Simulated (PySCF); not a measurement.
These 2 structures share the formula C5H14O2Si. Method: PBE0-D3(BJ)/def2-SVP geometry optimisation, gas phase (PySCF). Energies are electronic, without zero-point or thermal terms, for one conformer each. No frequencies were run at this level. Point groups hold within 0.08 Å.

Question: Rank from lowest to highest electronic energy at this level (kJ/mol).
A. `[CH3:1][CH2:2][O:3][SiH2:4][O:5][CH:6]([CH3:7])[CH3:8]` with C1–C2–O3–Si4 144°, C2–O3–Si4–O5 92°, O3–Si4–O5–C6 -63°, Si4–O5–C6–C7 97°
B. `[CH3:1][CH2:2][CH2:3][Si:4]([OH:5])([OH:6])[CH2:7][CH3:8]` with C1–C2–C3–Si4 -179°, C2–C3–Si4–O5 59°, C3–Si4–O5–H -159°, C3–Si4–O6–H -98°, C3–Si4–C7–C8 -59°

Answer: B (0.0), A (122.4).

As drawn, the lower has an O–H bond and an Si–C bond, which the higher lacks.

```csv
SMILES,E (Eh),E rel (kJ/mol),dipole (D),point group,"A, B, C (MHz)"
CCC[Si](O)(O)CC,-638.15859,0.0,2.16,C1,"2229, 962.4, 834.7"
CCO[SiH2]OC(C)C,-638.11198,122.4,2.03,C1,"3051, 842.1, 717.6"
```
